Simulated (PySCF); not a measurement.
Structure with atom numbers: `[H]/[N:1]=[CH:2]\[C:3]([F:4])([F:5])[Si@@H:6]1[CH2:7][SiH2:8][SiH2:9]1`. Hydrogens are named by the atom that carries them. Ha(C7), Ha(Si8), Ha(Si9) are cis to C3 on the ring; Hb(C7), Hb(Si8), Hb(Si9) are trans to C3 on the ring.

[PySCF 2.14: shielding tensors at PBE0/pcSseg-1 (GIAO); geometry: GFN2-xTB; one computed conformer; relativity neglected; in vacuum]

Shifts are taken against calculated references (same method and geometry level): TMS for $^{13}$C (186.93 ppm), $^{1}$H (31.72 ppm), $^{29}$Si (349.16 ppm); NH3 for $^{15}$N (267.73 ppm); $^{19}$F (170.95 ppm) against CFCl3.

```
  atoms    nucleus  count  δ (ppm)
Ha(Si9)    $^{1}$H      1     4.68
     N1   $^{15}$N      1    364.6
Hb(Si8)    $^{1}$H      1        ?
Hb(Si9)    $^{1}$H      1     4.56
 Ha(C7)    $^{1}$H      1     0.80
     C2   $^{13}$C      1    172.1
    Si9  $^{29}$Si      1    -71.1
Ha(Si8)    $^{1}$H      1        ?
    Si6  $^{29}$Si      1     -7.2
 H(Si6)    $^{1}$H      1     4.85
     F4   $^{19}$F      1   -145.2
     C7   $^{13}$C      1     -1.7
 Hb(C7)    $^{1}$H      1        ?
  H(N1)    $^{1}$H      1        ?
  H(C2)    $^{1}$H      1     8.41
     C3   $^{13}$C      1        ?
    Si8  $^{29}$Si      1        ?
     F5   $^{19}$F      1   -142.6
```

Question: Fill in the missing shifts.

Answer: 
- C3: 130.9 ppm, fully substituted sp3 carbon bonded to 2 F and Si; 2 electronegative neighbours deshield it
- H(N1): 11.46 ppm, hydrogen on an imine nitrogen; exchangeable, gas-phase position
- Ha(Si8): 4.75 ppm, hydrogen on a silicon bonded to C, Si, in a 4-membered ring
- Hb(Si8): 4.71 ppm, hydrogen on a silicon bonded to C, Si, in a 4-membered ring
- Hb(C7): 0.75 ppm, hydrogen on an sp3 CH2 bonded to 2 Si; an electropositive neighbour shields it, as in TMS itself
- Si8: -57.0 ppm, silicon bonded to C, Si, 2 H, in a 4-membered ring

Exchangeable OH/NH protons stand at their gas-phase positions; hydrogen bonding in a real sample shifts them, mostly to higher δ. Shifts are as computed. Against solution values, carbons near 30 ppm lie about +3 ppm off and those near 130 ppm about +5 ppm. Of 1211 compounds with measured shifts, 218 miss one by over three times the rms of a fit or turn the order of signals round; such compounds aren't used in these exercises. Unscaled 19F shifts against computed CFCl3 carry errors that often reach 10 to 50 ppm. Experimental scales use liquid or dissolved standards, which lie at an offset from isolated NH3 (liquid NH3: subtract about 20 ppm). Unscaled 15N shifts of sp2 nitrogen come out 20 to 40 ppm too high even then.
